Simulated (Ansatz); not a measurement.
`[CH3][Ge]([CH3])([Cl])[Cl]` → `[CH3][GeH]([Cl])[Cl]` + `[CH2]` (triplet) at 700 K and 1 bar (formal loss of a carbene).

Program: Ansatz. Geometries: PBE0-D4/def2-TZVP. ΔE: electronic, gas phase. CCSD(T)/CBS adds triple-zeta CCSD(T) − MP2 to the extrapolated MP2 energy (def2 sets, frozen cores). This one scheme is used for every species. Triplets are unrestricted, without spin–orbit coupling. For Ge outer-core shells are correlated without core-valence functions, which leaves a few kJ/mol of doubt a bond. Scalar relativity is left out up to krypton.

```json
{"species": "`[CH3][Ge]([CH3])([Cl])[Cl]`", "CCSD(T)/CBS energy (Eh)": "-3075.50426", "H − E (kJ/mol)": "287.1", "S (J/(mol·K))": "507.2"}
{"species": "`[CH3][GeH]([Cl])[Cl]`", "CCSD(T)/CBS energy (Eh)": "-3036.22487", "H − E (kJ/mol)": "191.4", "S (J/(mol·K))": "443.4"}
{"species": "`[CH2]` (triplet)", "CCSD(T)/CBS energy (Eh)": "-39.09499", "H − E (kJ/mol)": "70.4", "S (J/(mol·K))": "226.8"}
```

H − E and S are ideal-gas, rigid-rotor, harmonic terms from PBE0-D4/def2-TZVP, with the whole ground term of open shells counted as degenerate. 1 Eh = 2625.50 kJ/mol, R = 8.31446 J/(mol·K).

Problem. By hand: ΔE, ΔH, ΔS and ΔG.

Solution. ΔE = (-3036.22487) + (-39.09499) − (-3075.50426) = 0.18440 Eh = 484.1 kJ/mol. Δ(H − E) = 191.4 + 70.4 − 287.1 = -25.3, so ΔH = 458.8 kJ/mol. ΔS = 443.4 + 226.8 − 507.2 = 163.0 J/(mol·K). ΔG = 458.8 − 700 × (163.0)/1000 = 344.7 kJ/mol.

Problem. By hand: the equilibrium constant, and the temperature at which ΔG would vanish if ΔH and ΔS stayed fixed.

Solution. log₁₀ K = −ΔG/(RT ln 10) = -25.7. ΔG = 0 at ΔH/ΔS = 2815 K, far beyond where these terms or the molecules hold.

The number of gas molecules changes by +1, which sets the sign of ΔS. A doubt of 5 kJ/mol in ΔE shifts log₁₀ K by 0.4 here. A triplet takes part, so the spin changes. These are equilibria of isolated gas molecules and say nothing of rates. Largest T1 diagnostic: 0.011 (customary marks: 0.02 for closed shells, 0.045 for open ones).
